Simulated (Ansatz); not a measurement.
`[NH2][Ga]([NH2])[O][SiH3]`, charge 0, multiplicity 1.

Task: Give a relaxed structure at PBE0-D4/def2-TZVP (the Gaussian-basis code of Ansatz). (Best estimate.)

Result: The calculation gave: 
Z-matrix (Å, degrees):
```
Si
O 1 1.623
H 1 1.488 2 110.2
H 1 1.495 2 111.5 3 119.9
H 1 1.489 2 110.8 3 -120.1
Ga 2 1.786 1 137.5 3 -129.7
N 6 1.808 2 115.4 1 175.9
N 6 1.811 2 117.8 1 -4.1
H 7 1.006 6 121.8 2 162.6
H 7 1.006 6 119.3 2 15.2
H 8 1.007 6 119.8 2 15.7
H 8 1.006 6 121.8 2 163.7
```
This is one stationary point; other conformers may exist.
